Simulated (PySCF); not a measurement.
**C7H11: g tensor and hyperfine couplings**

Species: C7H11 (doublet state).
Numbering: `[CH3:1][C@@:2]1([CH:3]2[CH2:4][CH2:5]2)[CH:6][CH2:7]1` (hydrogens: H8, H9, H10 on C1; H11 on C3; H12, H13 on C4; H14, H15 on C5; H16 on C6; H17, H18 on C7)

Cartesian coordinates in Å at the GFN2-xTB level; atoms count from 1:
```
atom  x, y, z in Å
C1    -1.6256    0.8849   -0.6073
C2    -0.6211   -0.0578    0.0307
C3     0.7121   -0.0516   -0.6630
C4     1.9440   -0.5073    0.0575
C5     1.7544    0.9464   -0.2486
C6    -0.6884   -0.3049    1.4724
C7    -1.1027   -1.3967    0.5917
H8    -2.5824    0.8313   -0.0931
H9    -1.7773    0.6168   -1.6525
H10   -1.2640    1.9109   -0.5667
H11    0.6480   -0.2808   -1.7215
H12    1.8354   -0.8185    1.0857
H13    2.6887   -1.0607   -0.4940
H14    1.5186    1.6018    0.5755
H15    2.3672    1.4036   -1.0108
H16   -1.2297    0.2007    2.2444
H17   -2.1509   -1.6750    0.5377
H18   -0.4352   -2.2367    0.4503
```

The hyperfine couplings belong to this conformer and change with its torsions.

Method: UKS B3LYP, pcH-1 on C H, non-relativistic, mean-field spin-orbit, GIAO (PySCF 2.14.0). Geometry: GFN2-xTB, one conformer, isolated molecule. Couplings are sensitive to structure, and on GFN2-xTB geometries they can be far from those on DFT ones. The SCF solution wasn't tested for stability.

```
g1, g2, g3                      : 2.00222, 2.00289, 2.00311
g_iso                           : 2.00274
Form of g                       : rhombic: the two nearest values differ by 25 % of g3 − g1
⟨S²⟩                            : 0.7530 (exact 0.7500)
HOMO–LUMO gap, α and β orbitals : 7.31, 5.26 eV
Total energy                    : -273.25587 Eh
Basis functions                 : 285
```

Hyperfine couplings atom by atom, in MHz; T1 to T3 are the principal values of the dipolar part; ρ(0) is the spin density at the nucleus:

| atom | isotope | a_iso | T1 | T2 | T3 | Mulliken spin population | ρ(0) (bohr⁻³) |
| --- | --- | --- | --- | --- | --- | --- | --- |
| C1 | 13C | 16.6 | -2.6 | -2.6 | 5.2 | 0.01 | 0.0148 |
| C2 | 13C | -16.7 | -4.8 | -1.5 | 6.2 | -0.02 | -0.0149 |
| C3 | 13C | 33.1 | -3.3 | -2.7 | 6.0 | 0.02 | 0.0294 |
| C4 | 13C | 7.3 | -1.5 | -0.7 | 2.3 | 0.00 | 0.0065 |
| C5 | 13C | -1.1 | -1.0 | 0.0 | 1.1 | 0.00 | -0.0010 |
| C6 | 13C | 270.7 | -74.9 | -71.1 | 146.0 | 0.96 | 0.2408 |
| C7 | 13C | -21.5 | -5.2 | -0.2 | 5.4 | -0.04 | -0.0191 |
| H8 | 1H | -1.3 | -3.8 | -2.3 | 6.1 | 0.00 | -0.0003 |
| H9 | 1H | 20.3 | -2.3 | -0.9 | 3.3 | 0.01 | 0.0046 |
| H10 | 1H | 1.1 | -2.8 | -1.9 | 4.7 | 0.00 | 0.0002 |
| H11 | 1H | -3.1 | -2.5 | -1.7 | 4.3 | 0.00 | -0.0007 |
| H12 | 1H | -0.6 | -6.6 | -4.4 | 11.0 | 0.00 | -0.0001 |
| H13 | 1H | 1.6 | -1.6 | -1.2 | 2.9 | 0.00 | 0.0004 |
| H14 | 1H | 0.6 | -2.8 | -2.5 | 5.3 | 0.00 | 0.0001 |
| H15 | 1H | 1.4 | -1.3 | -0.9 | 2.1 | 0.00 | 0.0003 |
| H16 | 1H | -11.3 | -33.5 | -3.7 | 37.3 | -0.02 | -0.0025 |
| H17 | 1H | 50.6 | -5.5 | -2.0 | 7.5 | 0.02 | 0.0113 |
| H18 | 1H | 91.4 | -6.4 | -3.9 | 10.3 | 0.04 | 0.0204 |

The largest Mulliken spin population is on C6 (+0.96). The angles at C6 add up to 323.9°, so it is pyramidal.

Axes: g3 points within 15° of the C6–H16 bond.

Under fast tumbling the dipolar parts average out, and these isotropic splittings remain (the largest six): 1 × 1H (H18, I = 1/2, 2 lines) with 3.26 mT, 1 × 1H (H17, I = 1/2, 2 lines) with 1.80 mT, 1 × 1H (H16, I = 1/2, 2 lines) with 0.40 mT, 3 × 1H (H8/H9/H10, I = 1/2, 4 lines) with 0.24 mT, 1 × 1H (H11, I = 1/2, 2 lines) with 0.11 mT and 1 × 1H (H13, I = 1/2, 2 lines) with 0.06 mT.

Nuclei that the bonding pattern makes equivalent are averaged, as if the motion that swaps them (rotation, inversion, ring flip) were fast. The three 1H nuclei of mean +6.7 MHz run from -1.3 to 20.3 MHz in the frozen geometry.

The 13C coupling of C6 (270.7 MHz) shows only in satellite lines or after enrichment, since that isotope makes up about 1.07 % of natural carbon.
